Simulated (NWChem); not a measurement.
Species: C₂H₆OSi₂; SMILES O=C1C[SiH2][SiH2]1

```xyz
11

O      0.4088    -2.2367     0.3100
C      0.2303    -1.1136    -0.0717
C      1.3171    -0.1031    -0.4395
Si     0.4414     1.4807     0.2116
Si    -1.3832     0.0366    -0.0858
H      2.3244    -0.3972    -0.1061
H      1.3255    -0.0095    -1.5431
H      0.6298     2.6898    -0.6408
H      0.7765     1.7808     1.6347
H     -1.9871     0.1167    -1.4527
H     -2.4391    -0.2300     0.9335
```
Atoms are numbered in this order, from 1.

All runs: NWChem. Medium grid unless said otherwise, to which SCAN and Minnesota functionals are sensitive. The geometry was optimised at PBE0/def2-SVP. B3LYP is NWChem's, with the RPA form of VWN correlation. Total energies of different functionals are on different scales.

```json
[
 {"level": "B3LYP/def2-SVP", "energy (Ha)": "-733.7327", "highest occupied level (eV)": "-6.34", "orbital gap (eV)": "4.81", "dipole (D)": "2.41"},
 {"level": "PBE/def2-SVP", "energy (Ha)": "-733.2117", "highest occupied level (eV)": "-5.26", "orbital gap (eV)": "2.88", "dipole (D)": "2.13"},
 {"level": "LDA (Slater exchange, VWN5)/def2-SVP", "energy (Ha)": "-730.1076", "highest occupied level (eV)": "-5.39", "orbital gap (eV)": "2.83", "dipole (D)": "2.22"},
 {"level": "Hartree-Fock/def2-SVP", "energy (Ha)": "-731.6117", "highest occupied level (eV)": "-9.80", "orbital gap (eV)": "12.19", "dipole (D)": "3.15"},
 {"level": "MN15/def2-SVP", "energy (Ha)": "-733.2209", "highest occupied level (eV)": "-7.33", "orbital gap (eV)": "6.53", "dipole (D)": "2.42"},
 {"level": "HCTH/407/def2-SVP", "energy (Ha)": "-733.7354", "highest occupied level (eV)": "-5.43", "orbital gap (eV)": "2.96", "dipole (D)": "2.22"},
 {"level": "BLYP/def2-SVP", "energy (Ha)": "-733.6272", "highest occupied level (eV)": "-5.07", "orbital gap (eV)": "2.92", "dipole (D)": "2.14"},
 {"level": "PBE0/def2-SVP", "energy (Ha)": "-733.2762", "highest occupied level (eV)": "-6.62", "orbital gap (eV)": "5.22", "dipole (D)": "2.44"}
]
```
